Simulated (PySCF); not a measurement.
# How far are cheaper levels from CCSD(T)/CBS for SbH⁻?

PySCF; the state is a doublet (π ↑). The composite is CCSD(T) extrapolated to the basis-set limit from two correlation-consistent sets, with core-valence (CV) and scalar-relativistic (SR) terms as its label shows; it has no spin–orbit coupling and nothing beyond (T). Here it is CCSD(T)/CBS(DT). It gives Re = 1.723 Å, ωe = 1826 cm⁻¹ and De = 2.88 eV to Sb⁻ + H.

```json
{"level": "PBE", "basis": "aug-cc-pVDZ-PP/aug-cc-pVDZ", "relativity": "scalar-relativistic core potentials", "Re (Å)": "1.758", "ωe (cm⁻¹)": "1741", "De (eV)": "2.79"}
{"level": "M06-L", "basis": "aug-cc-pVDZ-PP/aug-cc-pVDZ", "relativity": "scalar-relativistic core potentials", "Re (Å)": "1.752", "ωe (cm⁻¹)": "1785", "De (eV)": "2.89"}
{"level": "B3LYP", "basis": "def2-TZVPPD", "relativity": "scalar-relativistic core potentials", "Re (Å)": "1.742", "ωe (cm⁻¹)": "1774", "De (eV)": "2.92"}
{"level": "B97-3", "basis": "aug-cc-pVDZ-PP/aug-cc-pVDZ", "relativity": "scalar-relativistic core potentials", "Re (Å)": "1.744", "ωe (cm⁻¹)": "1802", "De (eV)": "2.76"}
{"level": "M06", "basis": "def2-TZVPPD", "relativity": "scalar-relativistic core potentials", "Re (Å)": "1.751", "ωe (cm⁻¹)": "1763", "De (eV)": "3.02"}
```

Task: Give the difference of each row from the composite.

Result: 

```tsv
level	basis	ΔRe (pm)	Δωe (%)	ΔDe (eV)
PBE	aug-cc-pVDZ-PP/aug-cc-pVDZ	+3.5	-4.7	-0.09
M06-L	aug-cc-pVDZ-PP/aug-cc-pVDZ	+2.9	-2.2	+0.01
B3LYP	def2-TZVPPD	+1.9	-2.8	+0.04
B97-3	aug-cc-pVDZ-PP/aug-cc-pVDZ	+2.1	-1.3	-0.12
M06	def2-TZVPPD	+2.8	-3.5	+0.14
```

Task: Which rows come closest in De?

Result: M06-L in aug-cc-pVDZ-PP/aug-cc-pVDZ (+0.01 eV), counted from the composite.

Correlated steps freeze 4 core orbitals. These are scalar-relativistic numbers at best; spin–orbit coupling would shift them, the dissociation energy most. For an ion De counts to the pair picked by the measured ionisation energies or electron affinities, which need not be the lowest pair at this level. The highest Kohn–Sham level is positive in some of these anions. Much of that is self-interaction error, but it also means that the finite basis helps to hold the extra electron. The state is the lowest determinant that a PBE0 search found; another state may lie lower at other levels.
